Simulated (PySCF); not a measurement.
Record of a relaxation.

Species: CH₇NO₃Si.
SMILES with atom numbers: `[CH3:1][O:2][Si:3]([NH2:4])([OH:5])[OH:6]` (hydrogens: H7, H8, H9 on C1; H10, H11 on N4; H12 on O5; H13 on O6)

Computed by this run: PySCF, PBE0-D3(BJ)/def2-SVP geometry optimisation, gas phase; density fitting, grid level 1; the optimiser is geomeTRIC in internal coordinates, started from a GFN2-xTB structure with every atom displaced at random (about 0.01 Å). The frame can shift and turn from step to step; on so coarse a grid that alone can change the energy by a few meV, and forces under 0.02 eV/Å are noise.

Step 0: E = -16642.0888 eV, largest atomic force 3.235 eV/Å
```
atom  x, y, z in Å  |  force x, y, z in eV/Å
C1     -1.520   -1.270   -0.588   -0.376   1.936  -0.120
O2     -0.218   -0.961   -0.248    0.488  -0.602  -0.030
Si3     0.355    0.448    0.317    2.498  -0.057   0.598
N4      2.032    0.191    0.843   -2.814   0.912   1.309
O5      0.344    1.656   -0.781   -0.744   0.509   0.093
O6     -0.564    0.943    1.556   -0.709  -0.314   0.612
H7     -1.842   -0.652   -1.454   -0.093  -0.325   0.021
H8     -2.194   -1.022    0.237   -0.365  -0.099   0.248
H9     -1.597   -2.300   -0.821   -0.163  -1.502  -0.402
H10     2.111   -0.393    1.671    0.090  -0.017  -0.102
H11     2.658   -0.104    0.160    1.519  -0.741  -1.519
H12     0.912    1.612   -1.533    0.578  -0.052  -0.748
H13    -0.471    1.835    1.876    0.091   0.352   0.041
```

Step 1: E = -16642.2834 eV, largest atomic force 0.724 eV/Å
```
atom  x, y, z in Å  |  force x, y, z in eV/Å
C1     -1.489   -1.311   -0.538    0.083  -0.479  -0.025
O2     -0.157   -1.050   -0.183    0.184   0.019   0.096
Si3     0.388    0.423    0.334   -0.007   0.228  -0.112
N4      2.053    0.416    0.798   -0.078  -0.352  -0.628
O5      0.165    1.559   -0.856    0.069  -0.031  -0.111
O6     -0.584    0.848    1.597    0.062   0.112   0.095
H7     -1.794   -0.749   -1.435   -0.010   0.096  -0.070
H8     -2.188   -1.065    0.279   -0.006   0.036   0.032
H9     -1.590   -2.396   -0.765    0.027   0.359   0.078
H10     2.264   -0.077    1.657    0.036  -0.098   0.204
H11     2.715    0.097    0.079   -0.265   0.212   0.355
H12     0.758    1.532   -1.615   -0.097   0.008   0.140
H13    -0.546    1.772    1.864    0.002  -0.109  -0.052
```

Step 2: E = -16642.3044 eV, largest atomic force 0.238 eV/Å
```
atom  x, y, z in Å  |  force x, y, z in eV/Å
C1     -1.470   -1.318   -0.536   -0.011  -0.070  -0.040
O2     -0.143   -1.044   -0.178    0.073  -0.024   0.044
Si3     0.376    0.439    0.328    0.002   0.155  -0.039
N4      2.029    0.391    0.791    0.065  -0.215  -0.079
O5      0.155    1.575   -0.861   -0.044  -0.042   0.039
O6     -0.579    0.864    1.603    0.007   0.006   0.005
H7     -1.773   -0.753   -1.436   -0.021   0.005   0.004
H8     -2.170   -1.068    0.279   -0.019   0.004  -0.004
H9     -1.565   -2.394   -0.758    0.007   0.060   0.010
H10     2.228   -0.113    1.652   -0.025   0.036  -0.019
H11     2.693    0.084    0.083   -0.026   0.084   0.086
H12     0.746    1.547   -1.617   -0.001   0.000   0.009
H13    -0.533    1.787    1.867   -0.007   0.002  -0.015
```

Step 3: E = -16642.3077 eV, largest atomic force 0.079 eV/Å
```
atom  x, y, z in Å  |  force x, y, z in eV/Å
C1     -1.464   -1.319   -0.538   -0.002   0.043  -0.013
O2     -0.139   -1.042   -0.173   -0.030  -0.032   0.008
Si3     0.375    0.444    0.329    0.038   0.048   0.006
N4      2.027    0.376    0.791   -0.018  -0.076   0.014
O5      0.144    1.579   -0.858   -0.020  -0.011   0.033
O6     -0.576    0.872    1.606    0.007  -0.010   0.008
H7     -1.767   -0.754   -1.439    0.003  -0.003   0.010
H8     -2.171   -1.071    0.272    0.003  -0.002  -0.002
H9     -1.556   -2.393   -0.760    0.000  -0.038  -0.011
H10     2.219   -0.128    1.653   -0.019   0.029  -0.013
H11     2.701    0.086    0.090    0.035   0.032  -0.015
H12     0.732    1.552   -1.617    0.013   0.002  -0.020
H13    -0.531    1.797    1.863   -0.010   0.017  -0.006
```

Step 4: E = -16642.3088 eV, largest atomic force 0.044 eV/Å
```
atom  x, y, z in Å  |  force x, y, z in eV/Å
C1     -1.464   -1.319   -0.542    0.007   0.043  -0.002
O2     -0.141   -1.043   -0.169   -0.035  -0.011   0.007
Si3     0.376    0.443    0.331    0.025  -0.009   0.007
N4      2.027    0.368    0.792   -0.031  -0.022   0.018
O5      0.140    1.577   -0.854    0.006   0.007  -0.002
O6     -0.573    0.874    1.609    0.008  -0.009   0.015
H7     -1.763   -0.751   -1.441    0.002  -0.002   0.003
H8     -2.175   -1.073    0.266    0.003  -0.006   0.000
H9     -1.555   -2.392   -0.767   -0.002  -0.029  -0.009
H10     2.217   -0.133    1.655   -0.001   0.013  -0.001
H11     2.712    0.096    0.095    0.025   0.017  -0.019
H12     0.725    1.551   -1.616    0.001   0.002  -0.009
H13    -0.532    1.801    1.858   -0.009   0.007  -0.008
```

Step 5: E = -16642.3097 eV, largest atomic force 0.036 eV/Å
```
atom  x, y, z in Å  |  force x, y, z in eV/Å
C1     -1.466   -1.317   -0.546    0.010   0.012   0.001
O2     -0.144   -1.048   -0.164   -0.019   0.009   0.010
Si3     0.377    0.438    0.335    0.002  -0.035  -0.004
N4      2.027    0.361    0.795   -0.026   0.007   0.013
O5      0.139    1.572   -0.850    0.022   0.014  -0.020
O6     -0.569    0.872    1.614    0.006  -0.005   0.014
H7     -1.759   -0.742   -1.443    0.001   0.001  -0.002
H8     -2.181   -1.076    0.260    0.002  -0.005   0.002
H9     -1.557   -2.389   -0.780   -0.002  -0.003  -0.004
H10     2.220   -0.134    1.660    0.014  -0.001   0.003
H11     2.725    0.113    0.102    0.003   0.006  -0.009
H12     0.719    1.545   -1.615   -0.008  -0.001   0.002
H13    -0.537    1.803    1.852   -0.006   0.000  -0.006
```

Step 6: E = -16642.3101 eV, largest atomic force 0.028 eV/Å
```
atom  x, y, z in Å  |  force x, y, z in eV/Å
C1     -1.468   -1.315   -0.550    0.003  -0.006  -0.001
O2     -0.147   -1.052   -0.161    0.002   0.009   0.010
Si3     0.378    0.433    0.338   -0.009  -0.025  -0.010
N4      2.027    0.358    0.799   -0.013   0.011   0.011
O5      0.141    1.567   -0.848    0.018   0.011  -0.014
O6     -0.568    0.868    1.618    0.002   0.000   0.005
H7     -1.756   -0.731   -1.442   -0.001   0.003  -0.002
H8     -2.185   -1.080    0.256    0.000  -0.002   0.001
H9     -1.561   -2.385   -0.795    0.001   0.009  -0.001
H10     2.225   -0.133    1.665    0.015  -0.006   0.001
H11     2.732    0.128    0.108   -0.008   0.001  -0.003
H12     0.719    1.538   -1.615   -0.008  -0.004   0.004
H13    -0.545    1.801    1.846   -0.003  -0.003  -0.002
```

Step 7: E = -16642.3104 eV, largest atomic force under 0.02 eV/Å
```
atom  x, y, z in Å  |  force x, y, z in eV/Å
C1     -1.468   -1.313   -0.553   -0.004  -0.010  -0.003
O2     -0.148   -1.054   -0.159    0.012   0.001   0.008
Si3     0.378    0.430    0.341   -0.009  -0.004  -0.008
N4      2.026    0.357    0.804    0.000   0.008   0.011
O5      0.145    1.563   -0.847    0.008   0.007   0.000
O6     -0.570    0.865    1.619   -0.002   0.003  -0.005
H7     -1.755   -0.718   -1.439   -0.001   0.003   0.000
H8     -2.186   -1.087    0.254    0.000  -0.001   0.000
H9     -1.561   -2.379   -0.810    0.002   0.009  -0.001
H10     2.230   -0.133    1.669    0.007  -0.007  -0.003
H11     2.735    0.139    0.112   -0.008  -0.001  -0.001
H12     0.721    1.530   -1.615   -0.005  -0.006   0.000
H13    -0.553    1.800    1.842    0.000  -0.003   0.001
```

**Question.** Summarise the path.

**Answer.** The energy falls by 21.38 kJ/mol from step 0 to step 7; nine tenths of that is first reached at step 2. It falls at every step. The largest force goes from 3.235 to under 0.02 eV/Å. Among the bonds Si3–N4 changes most, from 1.777 to 1.713 Å; the atoms move by 0.099 Å rms after alignment.

**Question.** Follow the three bonds and two angles with the largest change from start to end.

**Answer.** 
```csv
step,E above end (kJ/mol),largest force (eV/Å),Si3–N4 (Å),C1–H9 (Å),N4–H11 (Å),C1–O2–Si3 (°),Si3–O6–H13 (°)
0,21.38,3.235,1.777,1.059,0.972,127.8,119.2
1,2.60,0.724,1.729,1.113,1.028,123.9,115.9
2,0.58,0.238,1.717,1.103,1.018,123.5,115.6
3,0.26,0.079,1.717,1.100,1.015,123.5,115.5
4,0.15,0.044,1.716,1.100,1.014,123.5,115.4
5,0.07,0.036,1.715,1.101,1.014,123.6,115.3
6,0.02,0.028,1.714,1.101,1.014,123.5,115.2
7,0.00,under 0.02,1.713,1.101,1.014,123.4,115.2
```

The cost below is that of the whole optimisation. The run took 38 s wall on an AMD EPYC 7R43 with one thread, no GPU (shared host), and the process peaked at 0.49 GiB of memory.
